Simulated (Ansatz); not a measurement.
System: dihydroxy(dimethyl)silane, C₂H₈O₂Si (charge 0, singlet). 
Coordinates optimised at B3LYP-D3(BJ)/def2-TZVP (Ansatz, a first-principles code):
```xyz
13

C      1.4833    -1.0775     0.1351
Si    -0.0107     0.0383    -0.0016
C     -1.5197    -0.8994    -0.5443
O     -0.2522     0.8012     1.4518
O      0.2100     1.2233    -1.1264
H      1.3283    -1.8692     0.8731
H      2.3744    -0.5164     0.4270
H      1.6926    -1.5580    -0.8231
H     -1.3840    -1.3129    -1.5459
H     -1.7355    -1.7267     0.1356
H     -2.3903    -0.2416    -0.5653
H      0.0753     0.3754     2.2465
H      0.7448     1.9795    -0.8731
```
Charge 0, spin multiplicity 1.

Basis-set convergence of Hartree-Fock and MP2 correlation energies (hartree) with Ansatz. Valence correlation only, unless marked. No spin-orbit coupling. Non-relativistic.

| basis | functions | E(HF) | E(corr, MP2) |
|---|---|---|---|
| aug-cc-pV(D+d)Z | 196 | -519.22104 | -0.81234 |
| aug-cc-pV(T+d)Z | 423 | ? | ? |

Task: Complete the blanks.

Result: 
- aug-cc-pV(T+d)Z, E(HF): -519.30291
- aug-cc-pV(T+d)Z, E(corr, MP2): -0.98350
